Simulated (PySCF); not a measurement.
How methods differ on the excitation energy of Ag

Ag [Kr] 4d10 5s1 (2S) → Ag [Kr] 4d10 5p1 (2P), as a difference of total energies. Computed with PySCF 2.14 in aug-cc-pwCVDZ-PP with ECP28MDF, with a scalar-relativistic core potential. Correlated levels: valence: 4s2 4p6 frozen; valence and next inner shell: nothing frozen outside the core potential. The calculations carry no spin-orbit coupling.

```
                                method  excitation energy (eV)
                                   UHF                   3.071
                                   LDA                   4.038
                                   PBE                   3.827
                                  PBE0                   3.683
                                r2SCAN                   3.799
                                  MN15                   3.853
                               r2SCAN0                   3.699
                                 HSE06                   3.701
                                B2PLYP                   3.752
                         MP2 (valence)                   3.742
                     SCS-MP2 (valence)                   3.662
    MP2 (valence and next inner shell)                   3.843
SCS-MP2 (valence and next inner shell)                   3.734
```

Q: How much does correlation contribute at MP2 (valence and next inner shell)?

A: 3.843 − (3.071) = 0.772 eV, measured against UHF.

Errors of the correlated levels include the incompleteness of this basis and the frozen core.

For comparison: 3.740 eV (measured; NIST levels, between the centres of gravity of the two terms).
